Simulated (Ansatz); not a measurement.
`[SiH3][GeH2][SiH2]Cl` + HCl → `[SiH3][GeH2][Cl]` + `[SiH3]Cl` at 400 K and 1 bar (cleavage of the Ge–Si bond).

Gas-phase electronic energies from Ansatz, PBE0-D4/def2-TZVP geometries. CBS: MP2 limit from def2 TZ/QZ plus the TZ coupled-cluster correction, frozen cores. This one scheme is used for every species. For Ge outer-core shells are correlated without core-valence functions, which leaves a few kJ/mol of doubt a bond. Scalar relativity is left out up to krypton. One conformer a species, not always the lowest.

| species | CCSD(T)/CBS energy (Eh) | H − E (kJ/mol) | S (J/(mol·K)) |
| --- | --- | --- | --- |
| `[SiH3][GeH2][SiH2]Cl` | -3118.30397 | 196.0 | 443.8 |
| HCl | -460.38127 | 29.6 | 195.4 |
| `[SiH3][GeH2][Cl]` | -2828.00643 | 139.1 | 367.0 |
| `[SiH3]Cl` | -750.69636 | 85.8 | 267.3 |

H − E and S are ideal-gas, rigid-rotor, harmonic terms from PBE0-D4/def2-TZVP, for one conformer and one mirror image of each species. 1 Eh = 2625.50 kJ/mol, R = 8.31446 J/(mol·K).

Q: By hand: ΔE, ΔH, ΔS and ΔG.

A: ΔE = (-2828.00643) + (-750.69636) − (-3118.30397) − (-460.38127) = -0.01755 Eh = -46.1 kJ/mol. Δ(H − E) = 139.1 + 85.8 − 196.0 − 29.6 = -0.7, so ΔH = -46.8 kJ/mol. ΔS = 367.0 + 267.3 − 443.8 − 195.4 = -4.9 J/(mol·K). ΔG = -46.8 − 400 × (-4.9)/1000 = -44.8 kJ/mol.

Q: By hand: the equilibrium constant, and the temperature at which ΔG would vanish if ΔH and ΔS stayed fixed.

A: log₁₀ K = −ΔG/(RT ln 10) = 5.9. ΔG = 0 at ΔH/ΔS = 9551 K, far beyond where these terms or the molecules hold.

The number of gas molecules stays the same, so ΔS is small and ΔH decides. A doubt of 5 kJ/mol in ΔE shifts log₁₀ K by 0.7 here. Other conformers and mirror images would add mixing entropy, several J/(mol·K) or more a flexible species. Modes under 60 cm⁻¹, often nearly free rotors, make the harmonic entropy too high. These are equilibria of isolated gas molecules and say nothing of rates. Largest T1 diagnostic: 0.011 (customary marks: 0.02 for closed shells, 0.045 for open ones).
